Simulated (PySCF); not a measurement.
# In: ionisation energy

In [Kr] 4d10 5s2 5p1 (2P) → In⁺ [Kr] 4d10 5s2 (1S), as a difference of total energies. Computed with PySCF 2.14 in x2c-TZVPPall with one added diffuse shell each of s, p, d, f type (9s7p5d3f, 76 functions), with scalar relativity by spin-free X2C-1e. Correlated levels: valence: [Kr] 4d10 frozen; valence and next inner shell: [Ar] 3d10 frozen. The calculations carry no spin-orbit coupling.

```csv
method,ionisation energy (eV)
UHF,5.210
LDA,5.720
PBE,5.594
PBE0,5.622
r2SCAN,5.710
TPSS,5.553
wB97X,5.505
M06-2X,5.522
wB97M-V,5.562
MP2 (valence),5.388
SCS-MP2 (valence),5.372
MP2 (valence and next inner shell),5.454
SCS-MP2 (valence and next inner shell),5.393
```

How much does correlation contribute at MP2 (valence and next inner shell)?

5.454 − (5.210) = 0.244 eV, measured against UHF.

A first-order spin-orbit estimate (lowest level to lowest level, LS coupling) adds 0.156 eV.

Errors of the correlated levels include the incompleteness of this basis and the frozen core.

For comparison: 5.786 eV (measured; NIST Atomic Spectra Database, ionization energies).
